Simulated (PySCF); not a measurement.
Species: CH5B2Cl.
Atom-mapped SMILES: `[BH2:1][CH2:2][BH:3][Cl:4]` (hydrogens: H5, H6 on B1; H7, H8 on C2; H9 on B3)

Torsions of this conformer, `[BH2:1][CH2:2][BH:3][Cl:4]`: B1–C2–B3–Cl4 -110°.

The closed-shell ground state was solved at several levels (PySCF, density fitting, gas phase, non-relativistic). Isolated species at its PBE0-D3(BJ)/def2-SVP geometry (one conformer only).

| level | basis functions | HOMO (eV) | LUMO (eV) | gap (eV) | dipole (D) |
| --- | --- | --- | --- | --- | --- |
| PBE0/pcSseg-1 | 100 | -8.57 | -2.06 | 6.51 | 1.36 |
| PBE0/def2-SVPD | 127 | -8.59 | -2.08 | 6.51 | 1.34 |

Q: Estimate the row for B3LYP/pcSseg-2, a basis of 221 functions; the other rows only guide the guess.

A: HOMO -8.32 eV, LUMO -2.26 eV, gap 6.06 eV, dipole 1.30 D.

Q: How far do the dipole and the HOMO energy spread over the levels?

A: The dipole runs from 1.30 to 1.36 D (mean 1.33 D) and the HOMO from -8.59 to -8.32 eV.
